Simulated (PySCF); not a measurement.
**Field gradients at the hydrogen positions**

Compound: C₉H₁₄.
SMILES with atom numbers: `[CH2:1]=[CH:2][C:3]([CH:4]=[CH2:5])=[C:6]([CH3:7])[CH2:8][CH3:9]` (hydrogens: H10, H11 on C1; H12 on C2; H13 on C4; H14, H15 on C5; H16, H17, H18 on C7; H19, H20 on C8; H21, H22, H23 on C9)

Geometry (GFN2-xTB, Å), atoms numbered from 1 in this order:
```xyz
23
C9H14 angstrom
C      2.626   -0.650   -1.050
C      1.340   -0.325   -0.990
C      0.571   -0.162    0.242
C      1.307    0.173    1.470
C      2.296    1.051    1.541
C     -0.768   -0.313    0.282
C     -1.544   -0.070    1.546
C     -1.600   -0.714   -0.905
C     -2.174    0.512   -1.621
H      3.213   -0.831   -0.165
H      3.136   -0.755   -1.993
H      0.800   -0.174   -1.915
H      0.984   -0.340    2.368
H      2.630    1.600    0.676
H      2.803    1.263    2.468
H     -1.454   -0.925    2.218
H     -1.180    0.810    2.073
H     -2.600    0.069    1.324
H     -2.427   -1.339   -0.557
H     -1.015   -1.307   -1.609
H     -1.372    1.143   -1.996
H     -2.797    0.207   -2.459
H     -2.780    1.105   -0.939
```

Level: PBE0/pcSseg-1 (PySCF, non-relativistic); Q(2H) = 0.00286 b; rigid geometry, the same for H and D, with no vibrational averaging.

Question: Rank these positions by the coupling χzz of a deuteron there, largest first.
A. H22 (methyl hydrogen)
B. H20 (methylene hydrogen)
C. H13 (vinylic hydrogen)
D. H14 (vinylic hydrogen)

Answer: D (224 kHz), C (216 kHz), A (212 kHz), B (205 kHz).

Q: Tabulate Vzz, the asymmetry η and χzz = 234.96 MHz × Q × Vzz for every hydrogen position.

A: 
| atom | bonded to | bond length (Å) | Vzz (au) | η | χzz (kHz) |
| --- | --- | --- | --- | --- | --- |
| H10 | C1 | 1.077 | 0.3337 | 0.04 | 224 |
| H11 | C1 | 1.077 | 0.3382 | 0.05 | 227 |
| H12 | C2 | 1.081 | 0.3251 | 0.06 | 218 |
| H13 | C4 | 1.083 | 0.3217 | 0.06 | 216 |
| H14 | C5 | 1.078 | 0.3333 | 0.04 | 224 |
| H15 | C5 | 1.077 | 0.3373 | 0.04 | 227 |
| H16 | C7 | 1.092 | 0.3095 | 0.01 | 208 |
| H17 | C7 | 1.088 | 0.3111 | 0.02 | 209 |
| H18 | C7 | 1.088 | 0.3144 | 0.03 | 211 |
| H19 | C8 | 1.093 | 0.3019 | 0.02 | 203 |
| H20 | C8 | 1.090 | 0.3050 | 0.01 | 205 |
| H21 | C9 | 1.088 | 0.3145 | 0.03 | 211 |
| H22 | C9 | 1.088 | 0.3156 | 0.02 | 212 |
| H23 | C9 | 1.088 | 0.3152 | 0.03 | 212 |

Q: How does χzz go with the bond length over the 14 C–H bonds?

A: A straight-line fit has a slope of -13.6 kHz for each 0.01 Å, with a correlation coefficient of -0.98, over lengths from 1.077 to 1.093 Å. The longer bonds have the smaller couplings here.

Isolated species at its GFN2-xTB geometry (one conformer only). GFN2-xTB bond lengths can be off by several hundredths of an ångström, more for odd bonds, and the gradients follow them. With a basis this small, the couplings can be 20 % off.
